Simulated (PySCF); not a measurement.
Isomers of C13H12, from PBE0-D3(BJ)/def2-SVP geometry optimisation, gas phase (PySCF). One conformer each, no zero-point energy, no frequencies.

Question: Which is lowest in electronic energy at this level?
A. `[CH2:1]=[C:2]([CH3:3])[c:4]1[cH:5][cH:6][c:7]2[cH:8][cH:9][cH:10][cH:11][c:12]2[cH:13]1` with C1–C2–C4–C5 146°: A = 2142, B = 483.4, C = 403.7 MHz, dipole 0.38 D
B. `[CH:1]1=[CH:2][CH2:3][CH:4]=[CH:5][C:6]([c:7]2[cH:8][cH:9][cH:10][cH:11][cH:12]2)=[CH:13]1` with C5–C6–C7–C8 -38°, C1–C2–C3–C4 -67°, C2–C3–C4–C5 69°, C4–C5–C6–C7 153°, C2–C1–C13–C6 33°: A = 2212, B = 464.1, C = 399.7 MHz, dipole 0.39 D
C. `C#C[C@@]1(C)C[C@@]12C=CC=C2C#CC`: A = 1248, B = 598.3, C = 443.5 MHz, dipole 1.28 D
D. `[cH:1]1[cH:2][cH:3][c:4]([CH2:5][c:6]2[cH:7][cH:8][cH:9][cH:10][cH:11]2)[cH:12][cH:13]1` with C3–C4–C5–C6 129°, C4–C5–C6–C7 -52°: A = 2096, B = 422.0, C = 413.0 MHz, dipole 0.11 D

Answer: D. That is diphenylmethane (`c1ccc(Cc2ccccc2)cc1`), 5.7 kcal/mol below the next.

```tsv
SMILES	mapped SMILES	E (Eh)	relative (kcal/mol)	relative (kJ/mol)	dipole (D)
c1ccc(Cc2ccccc2)cc1	[cH:1]1[cH:2][cH:3][c:4]([CH2:5][c:6]2[cH:7][cH:8][cH:9][cH:10][cH:11]2)[cH:12][cH:13]1	-501.68503	0.0	0.0	0.11
C=C(C)c1ccc2ccccc2c1	[CH2:1]=[C:2]([CH3:3])[c:4]1[cH:5][cH:6][c:7]2[cH:8][cH:9][cH:10][cH:11][c:12]2[cH:13]1	-501.67587	5.7	24.0	0.38
C1=CCC=CC(c2ccccc2)=C1	[CH:1]1=[CH:2][CH2:3][CH:4]=[CH:5][C:6]([c:7]2[cH:8][cH:9][cH:10][cH:11][cH:12]2)=[CH:13]1	-501.63604	30.7	128.6	0.39
C#C[C@@]1(C)C[C@@]12C=CC=C2C#CC	[CH:1]#[C:2][C@@:3]1([CH3:4])[CH2:5][C@@:6]12[CH:7]=[CH:8][CH:9]=[C:10]2[C:11]#[C:12][CH3:13]	-501.48663	124.5	520.9	1.28
```

As drawn, the lowest has an aromatic ring, which the highest lacks; the highest has a three-membered ring, a C≡C bond and a C=C bond outside aromatic rings, which the lowest lacks.
